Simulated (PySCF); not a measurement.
C3H11FSi2.
Structure used (PBE0-D3(BJ)/def2-SVP), in Å, numbered top down from 1:
```xyz
17
C3H11FSi2 angstrom
C      0.1753   -1.6764    0.4878
C      0.0774   -0.2469   -0.0653
Si     1.4367    0.8354    0.7169
Si    -1.6316    0.4803    0.3592
C      0.2635   -0.2920   -1.5764
F      0.2108    0.9731   -2.1135
H      0.0454   -1.7030    1.5802
H     -0.5959   -2.3336    0.0489
H      1.1556   -2.1314    0.2619
H      1.2774    2.2835    0.3984
H      1.3921    0.6650    2.2023
H      2.7662    0.3615    0.2148
H     -1.7432    1.9296    0.0260
H     -1.8791    0.3053    1.8240
H     -2.6722   -0.2827   -0.4021
H      1.2422   -0.7369   -1.8382
H     -0.5257   -0.9030   -2.0544
```

The calculation used PBE0-D3(BJ)/def2-SVP geometry optimisation, gas phase in PySCF 2.14.0.

Masses are those of the commonest isotopes; rigid-rotor values at the optimised geometry. The values belong to one conformer with, in the numbering `[CH3:1][C:2]([SiH3:3])([SiH3:4])[CH2:5][F:6]`, C1–C2–C5–F6 -179°.

Problem. What are A, B and C (MHz)?

Solution. Ia = 247.11, Ib = 257.34, Ic = 318.28 u·Å²; 505379 MHz·u·Å²/I gives A = 2045, B = 1964, C = 1588 MHz.

Problem. What kind of rotor is it?

Solution. An asymmetric top. Ray's parameter κ = (2B − A − C)/(A − C) = 0.644; −1 is the prolate and +1 the oblate limit.

Problem. Is it planar, by Δ = Ic − Ia − Ib?

Solution. Not planar: Δ = Ic − Ia − Ib = -186.17 u·Å². For a rigid frame Δ = −2 Σ m c², so Σ m c² = 93.09 u·Å² lies off the ab plane: 26.12 from hydrogen and 66.96 from heavier atoms. The atom farthest from that plane is 2.31 Å away.

Problem. Which lines would a microwave search look for?

Solution. The dipole components are |μa| = 0.16 D, |μb| = 0.78 D, |μc| = 1.75 D. The squared components, which scale the intensities, stand as 0.01 : 0.20 : 1.00 (a : b : c). Some lines, for components of 0.1 D or more:

```
type  branch         J(Ka,Kc)    MHz  lower level (cm⁻¹)
   c       Q  4(4,1) ← 4(3,1)    805               1.311
   a       Q  3(1,2) ← 3(1,3)   2033               0.677
   b       Q  3(2,2) ← 3(1,3)   2090               0.677
   b       Q  5(4,2) ← 5(3,3)   2177               1.879
   b       R  1(1,1) ← 0(0,0)   3633               0.000
   b       Q  5(1,4) ← 5(0,5)   3725               1.658
   a       R  2(1,2) ← 1(1,1)   6727               0.121
   a       R  3(0,3) ← 2(0,2)   9948               0.345
   a       R  3(2,1) ← 2(2,0)  11363               0.402
   c       R  3(1,2) ← 2(0,2)  11981               0.345
   c       R  4(3,1) ← 3(2,1)  15901               0.781
   b       R  4(4,0) ← 3(3,1)  16365               0.797
   b       R  4(3,1) ← 3(2,2)  16915               0.747
   b       R  5(1,4) ← 4(2,3)  17120               1.211
   b       R  5(2,4) ← 4(1,3)  17128               1.211
   b       R  5(3,3) ← 4(2,2)  18058               1.277
   b       R  5(5,1) ← 4(4,0)  20144               1.343
   b       R  5(4,1) ← 4(3,2)  20775               1.282
```

No frequency check. Constants of a rigid frame at the computed geometry: no zero-point averaging, no centrifugal distortion. A rigid rotor knows nothing of internal rotation, which can split or shift real lines.
